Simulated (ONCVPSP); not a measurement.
## An all-electron radial function and its pseudo partner (iridium)

Columns: radius, all-electron u(r) and pseudo u(r) of the 5s shell (level -97.99 eV) of iridium in the configuration [Kr] 4d10 4f14 5s2 5p6 5d7 6s2; PBE, scalar-relativistic, ONCV scheme, ONCVPSP 4.0.1.

| r (bohr) | all-electron | pseudo |
| --- | --- | --- |
| 0.108 | 0.3006 | 0.1515 |
| 0.215 | -0.0097 | 0.3083 |
| 0.322 | -0.6555 | 0.4741 |
| 0.430 | -0.3945 | 0.6454 |
| 0.538 | 0.2338 | 0.8081 |
| 0.645 | 0.7703 | 0.9443 |
| 0.752 | 1.0879 | 1.0394 |
| 0.860 | 1.2065 | 1.0826 |
| 0.968 | 1.1840 | 1.0693 |
| 1.075 | 1.0815 | 1.0059 |
| 1.182 | 0.9426 | 0.9048 |
| 1.290 | 0.7939 | 0.7805 |
| 1.398 | 0.6529 | 0.6502 |
| 1.505 | 0.5287 | 0.5285 |
| 1.612 | 0.4225 | 0.4224 |
| 1.720 | 0.3335 | 0.3334 |
| 1.828 | 0.2611 | 0.2611 |
| 1.935 | 0.2037 | 0.2036 |
| 2.042 | 0.1580 | 0.1580 |
| 2.150 | 0.1218 | 0.1218 |
| 2.258 | 0.0936 | 0.0936 |
| 2.365 | 0.0719 | 0.0719 |
| 2.472 | 0.0551 | 0.0550 |
| 2.580 | 0.0420 | 0.0420 |
| 2.688 | 0.0320 | 0.0319 |
| 2.795 | 0.0244 | 0.0243 |

How many radial nodes do the two functions have?

The all-electron 5s function has n − l − 1 = 4 (the table is too coarse to show those close to the nucleus); the pseudo-wave has 0, since the states of the same l below it are removed with the core.

At about which radius was the pseudo-wave matched?

1.55 bohr, where the columns begin to agree (steps of 0.11 bohr).

Where does each function peak?

Outermost all-electron maximum near 0.86 bohr, pseudo maximum near 0.86 bohr (to the table’s step).

Is the pseudo-wave norm-conserving?

Yes: the ONCV scheme keeps the norm inside the radius equal to the all-electron one, which fixes the energy derivative of the logarithmic derivative at the level.
